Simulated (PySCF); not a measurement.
Predicted microwave data (PBE0-D3(BJ)/def2-SVP geometry optimisation, gas phase (PySCF 2.14.0)) for one isomer of C2H7GeNSi:

- Rotational constants: A = 4116, B = 1412, C = 1122 MHz
- Dipole components: |μa| = 0.50 D, |μb| = 0.08 D, |μc| = 0.84 D
- Inertial defect: -30.33 u·Å²
- κ: -0.81

Task: Which structure is it? (One computed conformer of each.)
A. `N#C[C@H]([SiH3])[GeH3]`
B. `[CH:1]#[C:2][GeH2:3][NH:4][SiH3:5]` with C2–Ge3–N4–Si5 79°

Result: B. It is C#[C][GeH2][NH][SiH3], an asymmetric top, point group C1. The candidates at the same level (rigid rotor, commonest isotopes):

| SMILES | A (MHz) | B (MHz) | C (MHz) | μa (D) | μb (D) | μc (D) | Δ (u·Å²) | point group | rotor |
| --- | --- | --- | --- | --- | --- | --- | --- | --- | --- |
| C#[C][GeH2][NH][SiH3] | 4116 | 1412 | 1122 | 0.50 | 0.08 | 0.84 | -30.33 | C1 | asymmetric top |
| N#C[C@H]([SiH3])[GeH3] | 2814 | 1723 | 1134 | 1.86 | 3.15 | 1.14 | -27.22 | C1 | asymmetric top |

`N#C[C@H]([SiH3])[GeH3]` has A 32 % too low. No structure here is proved a minimum.
